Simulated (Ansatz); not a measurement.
Cartesian coordinates in Å:
```
C -1.1451 -0.0897 -1.1113
C -0.3360 0.5238 -0.2620
Ge 0.9651 -0.3610 0.8856
Br -0.3929 2.4165 -0.0958
H -1.8571 0.4416 -1.7337
H -1.1084 -1.1708 -1.2022
H 0.6347 -0.0509 2.3513
H 2.3677 0.1622 0.5506
H 0.8721 -1.8718 0.6174
```

Charge 0, multiplicity 1.

Problem. List the PBE0/def2-TZVPP orbital energies in eV (Ansatz). (An estimate is asked.)

Solution. The calculation gave: Occupied: -13150.25, -10860.13, -1705.14, -1535.71, -1535.62, -1535.62, -1358.40, -1208.22, -1208.21, -1208.21, -279.98, -278.72, -238.97, -179.39, -179.11, -179.09, -171.13, -120.93, -120.91, -120.90, -72.88, -72.80, -72.79, -72.55, -72.55, -33.78, -33.76, -33.75, -33.69, -33.68, -23.25, -20.75, -16.72, -14.81, -13.06, -11.94, -10.45, -9.85, -9.49, -9.32, -8.07, -7.48. Lowest empty: -0.66, -0.04, 0.82, 1.26, 1.74, 1.84, 2.47, 3.36.
